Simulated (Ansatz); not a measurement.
A nudged elastic band was laid between two geometries of BF2H + FH (6 atoms, charge 0, multiplicity 1).

Theory: RKS B3LYP/def2-SVP in Ansatz 0.2.0.

* movable images: 5
* climbing image: yes
* spring: 5.0 eV/Å²
* optimiser: quadratic models (default)
* start path: through a guess of the saddle point
* force threshold: 0.05 eV/Å
* iteration limit: 60
* end points: relaxed

First end point:

```xyz
6
Properties=species:S:1:pos:R:3
B -0.072 0.317 0.055
H -0.236 1.043 0.993
F 1.138 -0.168 -0.222
F -1.027 0.088 -0.820
F -0.273 -1.748 1.278
H 0.576 -1.934 0.946
```

Last end point:

```xyz
6
Properties=species:S:1:pos:R:3
B -0.034 -0.654 -0.526
H 0.159 0.484 2.115
F 1.160 -0.193 -0.824
F -1.099 0.078 -0.762
F -0.164 -1.855 -0.007
H 0.084 -0.263 2.235
```

Question: What changes between the two ends?

Answer: Bonds broken: B1–H2, F5–H6. Bonds formed: B1–F5, H2–H6. BF2H + FH becomes BF3 + H2.

Question: Give the energies along the band, and the barrier.

Answer: The forces met the threshold. The highest image is number 3 of 0 to 6, 0.85 eV above the first end and 2.08 eV above the last; the last end lies 1.23 eV below the first. Neighbouring images differ by up to 1.5 eV, so the band resolves the path poorly. A vibrational analysis at the climbing image gives one clearly imaginary mode, 1230i cm⁻¹: a first-order saddle point. The orbitals stay closed-shell, which can raise the energy where a bond breaks towards radicals; this wasn't checked here.

```json
{"image": "0", "path coordinate (Å)": "0.00", "energy (eV)": "0.00", "B1–H2 (Å)": "1.20", "F5–H6 (Å)": "0.93", "B1–F5 (Å)": "2.41"}
{"image": "1", "path coordinate (Å)": "0.84", "energy (eV)": "0.06", "B1–H2 (Å)": "1.20", "F5–H6 (Å)": "0.93", "B1–F5 (Å)": "2.35"}
{"image": "2", "path coordinate (Å)": "1.68", "energy (eV)": "0.11", "B1–H2 (Å)": "1.21", "F5–H6 (Å)": "0.93", "B1–F5 (Å)": "2.22"}
{"image": "3", "path coordinate (Å)": "2.51", "energy (eV)": "0.85", "B1–H2 (Å)": "1.35", "F5–H6 (Å)": "1.15", "B1–F5 (Å)": "1.61"}
{"image": "4", "path coordinate (Å)": "3.12", "energy (eV)": "-0.64", "B1–H2 (Å)": "1.78", "F5–H6 (Å)": "1.74", "B1–F5 (Å)": "1.36"}
{"image": "5", "path coordinate (Å)": "3.73", "energy (eV)": "-1.18", "B1–H2 (Å)": "2.33", "F5–H6 (Å)": "2.34", "B1–F5 (Å)": "1.32"}
{"image": "6", "path coordinate (Å)": "4.33", "energy (eV)": "-1.23", "B1–H2 (Å)": "2.88", "F5–H6 (Å)": "2.76", "B1–F5 (Å)": "1.31"}
```

Question: What is the geometry of the highest image?

Answer: 
```xyz
6
Properties=species:S:1:pos:R:3
B 0.046 -0.214 0.034
H -0.027 0.287 1.282
F 1.240 -0.031 -0.511
F -1.053 0.027 -0.667
F -0.036 -1.686 0.690
H -0.063 -0.787 1.402
```

Run time: 2.4 min on 1 thread of Arm Neoverse V1, on a shared host, peak memory 0.1 GiB.
